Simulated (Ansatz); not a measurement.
The same substitution along the group O, S, Se.

Isolated molecules relaxed with PBE0-D4/def2-TZVP in Ansatz; ΔE leaves out vibrations. CCSD(T)/CBS is the MP2 limit (def2-TZVPP, def2-QZVPP) plus CCSD(T) − MP2 in def2-TZVPP, frozen cores. This one scheme is used for every species. DFT in def2-TZVPP. For Se outer-core shells are correlated without core-valence functions, which leaves a few kJ/mol of doubt a bond. Scalar relativity is left out up to krypton. One conformer a species, not always the lowest.

| reaction | CCSD(T)/CBS(def2) (kJ/mol) |
| --- | --- |
| `OC1C[SiH2]1` + HCl → `ClC1C[SiH2]1` + H₂O | -35 |
| `SC1C[SiH2]1` + HCl → `ClC1C[SiH2]1` + H₂S | 22 |
| `[SeH]C1C[SiH2]1` + HCl → `ClC1C[SiH2]1` + H₂Se | ? |

Question: Fill in the missing values. (Best estimate.)

Answer: Computed: `[SeH]C1C[SiH2]1` + HCl → `ClC1C[SiH2]1` + H₂Se: +29.6 kJ/mol.

Largest T1 diagnostic: 0.012, for `SC1C[SiH2]1`.
